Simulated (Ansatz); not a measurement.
B6Os⁻ (the lowest doublet isomer of a short search). The state is a doublet with charge -1. Geometry PBE-D4/def2-SVPD, basis def2-TZVPD, Ansatz.

```xyz
7

Os   -0.241   -1.238    0.498
B     0.386   -0.124    1.973
B     0.924   -0.332   -0.834
B    -1.886   -0.615   -0.349
B     0.648    1.282   -0.906
B    -0.708    0.341   -1.000
B     0.877    0.684    0.619
```

```tsv
run	HOMO (eV)	LUMO (eV)
A	-3.31	2.70
B	-1.47	1.10
C	-0.84	0.59
D	-0.73	0.22
E	-2.46	1.92
```

In the def2 sets Os takes a core potential; there is no spin–orbit coupling. The structure comes from a short search, and lower isomers may exist.

HOMO and LUMO are taken over both spins.

Q: The runs used CAM-B3LYP, PBE, PBE0, r2SCAN, ωB97X-V. Estimate which is which.

A: A ωB97X-V (range-separated); B PBE0 (25 % exact exchange); C r2SCAN (0 % exact exchange); D PBE (0 % exact exchange); E CAM-B3LYP (range-separated). Exact exchange lowers occupied and raises empty levels; among semilocal functionals meta-GGAs tend to open the gap a little, and such runs are hard to tell apart. The gap grows from 0.95 eV (PBE) to 6.01 eV (ωB97X-V).
